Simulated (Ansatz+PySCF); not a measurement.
A calculation with Ansatz (development build ahead of 0.2.0).

```yaml
crystal:
  periodic: [false, false, false]
  atoms:
    - { symbol: Be, position_ang: [0.0, 0.0, 0.0] }
    - { symbol: Be, position_ang: [0.0, 0.0, 2.45] }
basis:
  gaussian: { orbitals: cc-pVDZ }
magnetization:
  spin_polarized: true
hamiltonian:
  xc: { name: wB97X }
scf:
  omitted_lower_state_checks: [stability, starts, atomic_configurations, cluster_reference, orbital_swaps, given_window_search, neighbouring_geometries, increment]
```

The input is written out in the form of the current development build from the run's settings.

Results

* Converged: yes
* Total energy: -29.32377 hartree
* Spin squared of the determinant: 0.000
* Occupied orbitals by symmetry in an Abelian subgroup (alpha; beta): 2 Ag 2 B1u; 2 Ag 2 B1u

This is not the lowest solution: another run reaches a determinant 0.10 eV lower.
